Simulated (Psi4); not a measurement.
C5H4N (SMILES [c-]1cccnc1), charge -1, singlet, at a GFN2-xTB geometry (a gas-phase anion, which may not be bound at this level), with bond 7-2 at 2.2 times its length; HF/6-31G (Psi4).

Here is a job for Psi4.
```
memory 2 GB

molecule mol {
-1 1
N    -0.015975   -0.029622    1.383735
C     0.015575   -0.065828   -1.369900
C    -0.005210    1.105433    0.696126
C    -0.010546   -1.156626    0.663825
C     0.005112   -1.333806   -0.737724
C     0.010777    1.143034   -0.686948
H     0.043575    0.023806   -3.786870
H    -0.009722    2.025247    1.290711
H    -0.020172   -2.051509    1.305072
H     0.019166    2.105456   -1.205679
}

set {
  basis 6-31g
  reference rhf
  stability_analysis check
  scf_type pk
}

energy('scf')
print_variables()
```

Predict the main parts of the log of this Psi4 run.


```
   => Loading Basis Set <=

    Name: 6-31G
    Role: ORBITAL
    Keyword: BASIS

         ---------------------------------------------------------
                                   SCF
               by Justin Turney, Rob Parrish, Andy Simmonett
                          and Daniel G. A. Smith
                              RHF Reference
         ---------------------------------------------------------

  ==> Geometry <==

    Molecular point group: c1
    Full point group: C1

    Geometry (in Angstrom), charge = -1, multiplicity = 1:

       Center              X                  Y                   Z               Mass
    ------------   -----------------  -----------------  -----------------  -----------------
         N           -0.015948100593    -0.004135039446     1.386995475483    14.003074004430
         C            0.015601899407    -0.040341039446    -1.366639524517    12.000000000000
         C           -0.005183100593     1.130919960554     0.699386475483    12.000000000000
         C           -0.010519100593    -1.131139039446     0.667085475483    12.000000000000
         C            0.005138899407    -1.308319039446    -0.734463524517    12.000000000000
         C            0.010803899407     1.168520960554    -0.683687524517    12.000000000000
         H            0.043601899407     0.049292960554    -3.783609524517     1.007825032230
         H           -0.009695100593     2.050733960554     1.293971475483     1.007825032230
         H           -0.020145100593    -2.026022039446     1.308332475483     1.007825032230
         H            0.019192899407     2.130942960554    -1.202418524517     1.007825032230

  Running in c1 symmetry.

  Rotational constants: A =      0.20916  B =      0.18332  C =      0.09769 [cm^-1]
  Rotational constants: A =   6270.33757  B =   5495.88535  C =   2928.81213 [MHz]
  Nuclear repulsion =  193.064187622902352

  Charge       = -1
  Multiplicity = 1
  Electrons    = 42
  Nalpha       = 21
  Nbeta        = 21

  ==> Algorithm <==

  SCF Algorithm Type is PK.
  DIIS enabled.
  MOM disabled.
  Fractional occupation disabled.
  Guess Type is SAD.
  Energy threshold   = 1.00e-06
  Density threshold  = 1.00e-06
  Integral threshold = 1.00e-12

  ==> Primary Basis <==

  Basis Set: 6-31G
    Blend: 6-31G
    Number of shells: 38
    Number of basis functions: 62
    Number of Cartesian functions: 62
    Spherical Harmonics?: false
    Max angular momentum: 1

  ==> Integral Setup <==

[...]
	Sorting File: SO Ints (nn|nn) nbuckets = 1
	Constructing frozen core operators
	Starting first half-transformation.
	Sorting half-transformed integrals.
	First half integral transformation complete.
	Starting second half-transformation.
	Two-electron integral transformation complete.
	Starting first half-transformation.
	Sorting half-transformed integrals.
	First half integral transformation complete.
	Starting second half-transformation.
	Two-electron integral transformation complete.
    Lowest singlet (RHF->RHF) stability eigenvalues:
       A 0.129042         A 0.138051         A 0.174348         A 0.189418
       A 0.191847

    Lowest triplet (RHF->UHF) stability eigenvalues:
       A -0.141808        A -0.022350        A 0.038487         A 0.041981
       A 0.094567

  ==> Post-Iterations <==

    Orbital Energies [Eh]
    ---------------------

    Doubly Occupied:

[...]
    Virtual:

[...]
    Final Occupation by Irrep:
              A
    DOCC [    21 ]
    NA   [    21 ]
    NB   [    21 ]

  @RHF Final Energy:  -245.73988960406467

   => Energetics <=

    Nuclear Repulsion Energy =            193.0641876229023524
    One-Electron Energy =                -720.9642544175471812
    Two-Electron Energy =                 282.1601771905801002
    Total Energy =                       -245.7398896040646719

Computation Completed

Properties will be evaluated at   0.000000,   0.000000,   0.000000 [a0]

Properties computed using the SCF density matrix

 Multipole Moments:

 ------------------------------------------------------------------------------------
     Multipole            Electronic (a.u.)      Nuclear  (a.u.)        Total (a.u.)
 ------------------------------------------------------------------------------------

 L = 1.  Multiply by 2.5417464519 to convert [e a0] to [Debye]
 Dipole X            :         -0.0552806            0.0309403           -0.0243403
 Dipole Y            :         -0.6156158            2.0670833            1.4514675
 Dipole Z            :          4.6755621           -2.2386971            2.4368650
 Magnitude           :                                                    2.8364875

 ------------------------------------------------------------------------------------

  Variable Map:
  ----------------------------------------------------------------------------
[...]
  Array Variable Map:
  ----------------------------------------------------------------------------
[...]
[...]
```
